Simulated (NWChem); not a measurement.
System: C$_{5}$H$_{10}$O; SMILES C1CCOCC1

The following NWChem deck was run.

```
start job
memory heap 200 mb stack 900 mb global 1100 mb
geometry units angstroms
  C      0.998855     0.909763     0.403119
  C     -0.374270     1.446458    -0.020359
  C     -1.312387     0.274884    -0.345374
  O     -0.973534    -0.861258     0.405223
  C      0.245691    -1.435372    -0.002058
  C      1.304858    -0.379531    -0.349311
  H      0.995512     0.699075     1.485344
  H      1.782635     1.664064     0.233888
  H     -0.797478     2.068577     0.783751
  H     -0.281115     2.096917    -0.906440
  H     -1.281377     0.041081    -1.429868
  H     -2.357754     0.518121    -0.103915
  H      0.082454    -2.117642    -0.862126
  H      0.581579    -2.054134     0.845230
  H      2.308470    -0.762428    -0.106710
  H      1.307725    -0.174910    -1.433952
end
basis spherical
  * library 3-21g
end
dft
  xc hfexch
  iterations 150
end
driver
  maxiter 120
end
task dft optimize
task dft freq
```

The level has its own optimisation; frequencies are unscaled. Brackets give each atom's bonded neighbours.

### Question
Give the results of this calculation. (Hartree-Fock/3-21G.) Quantities: r C–H [C(CCHH)–H(C)] (Å); r C–C [C(CCHH)–C(CHHO)] (Å); highest harmonic frequency (cm⁻¹); lowest (cm⁻¹); zero-point energy (kcal/mol); dipole (D).

### Answer
```yaml
r C–H [C(CCHH)–H(C)] (Å): 1.084
r C–C [C(CCHH)–C(CHHO)] (Å): 1.550
highest harmonic frequency (cm⁻¹): 3292
lowest (cm⁻¹): 91
zero-point energy (kcal/mol): 98.5
dipole (D): 1.85
```
